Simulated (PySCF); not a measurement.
# Two-component Hartree-Fock for P(2+) (phosphorus, charge +2)

Start: [Ne] 3s2 3p1; 3p1/2 filled at m_j = +1/2. Calculated with PySCF 2.14 in an uncontracted even-tempered set (21 s from 0.054 bohr⁻², ratio 2.4; 14 p from 0.071 bohr⁻², ratio 2.4; 6 d from 0.6 bohr⁻², ratio 2.6; 5 f from 0.91 bohr⁻², ratio 2.6): generalised Hartree-Fock with the X2C-1e Hamiltonian and a Gaussian nucleus; one run each with spin-orbit coupling (SO) switched off, then screened by Boettger's factors.

| spinor shell | electrons | ε, spin-free (eV) | ε, screened SO (eV) | weight of nominal j (screened SO) | rms radius, screened SO (bohr) |
| --- | --- | --- | --- | --- | --- |
| 1s1/2 | 2 | -2206.7 | -2206.7 | 1.000 | 0.120 |
| 2s1/2 | 2 | -229.33 | -229.31 | 1.000 | 0.559 |
| 2p1/2 | 2 | -170.76 | -171.70 | 0.984 | 0.537 |
| 2p3/2 | 4 | -170.76 | -170.26 | 0.992 | 0.540 |
| 3s1/2 | 2 | -38.659 | -38.651 | 0.997 | 1.89 |
| 3p1/2 | 1 | -30.001 | -30.046 | 0.935 | 2.12 |

```tsv
quantity	spin-free	screened SO
E (hartree)	-340.46943	-340.47154
M_J	1/2	1/2
⟨J²⟩	1.054	0.956
⟨L²⟩	2.037	2.037
⟨S²⟩	0.762	0.762
```

Each row is a mean over spinors that exchange with the open shell spreads, by up to 1.082 eV (2p1/2).

⟨J²⟩ departs a little from M_J(M_J + 1) because the unrestricted spinors polarise the closed shells.

Without spin-orbit coupling the j labels of p, d and f shells carry no meaning; the spin-free column gives the mean over the occupied spinors of each nl shell, and its ⟨J²⟩ belongs to a mixture of degenerate components.
